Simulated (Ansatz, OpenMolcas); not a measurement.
**B3N3H6 (borazine): the energy, rung by rung**

B3N3H6 has 12 atoms, charge 0, and is taken as a singlet. As SMILES, `B1NBNBN1`. The shape is that of a PBE0-D4/def2-TZVP optimisation. This is one conformer, not always the lowest.

| atom | x (Å) | y (Å) | z (Å) |
| --- | --- | --- | --- |
| B | -0.7256 | -1.2232 | 0.2537 |
| N | 0.5242 | -0.9566 | 0.8833 |
| B | 1.2651 | 0.2386 | 0.6555 |
| N | 0.7050 | 1.1885 | -0.2464 |
| B | -0.5395 | 0.9846 | -0.9091 |
| N | -1.2292 | -0.2318 | -0.6368 |
| H | -1.3269 | -2.2370 | 0.4638 |
| H | 0.8999 | -1.6422 | 1.5164 |
| H | 2.3136 | 0.4363 | 1.1987 |
| H | 1.2102 | 2.0402 | -0.4231 |
| H | -0.9866 | 1.8006 | -1.6626 |
| H | -2.1101 | -0.3980 | -1.0933 |

Each level gives the energy change with the B1–H7 bond stretched from 1.197 to 1.796 Å (eV). The values are calculated.

```csv
level,kind,program,value (eV),CPU time (all runs)
HF/def2-SVP (restricted),Hartree–Fock,Ansatz,1.94,14 s
PBE/def2-SVP (restricted),GGA,OpenMolcas,1.62,2.6 min
M06-L/def2-SVP (restricted),meta-GGA,OpenMolcas,1.79,3.6 min
B3LYP/def2-SVP (restricted),global hybrid,Ansatz,1.74,31 s
wB97X/def2-SVP (restricted),range-separated hybrid,Ansatz,1.78,81 s
B2PLYP/def2-SVP (restricted),double hybrid,Ansatz,1.80,58 s
PBE-QIDH/def2-SVP (restricted),double hybrid,Ansatz,1.87,37 s
RPA@PBE/def2-SVP (restricted),RPA,Ansatz,1.72,48 s
MP2/def2-SVP (restricted),perturbation theory,Ansatz,1.86,19 s
CCSD/def2-SVP (restricted),coupled cluster or CI,Ansatz,1.79,81 s
```

The first shape isn't each level's own minimum. The values span 1.62 to 1.94 eV. Times are those of the runs behind each value, whatever else they computed, on shared processors of several kinds: orders of magnitude only.
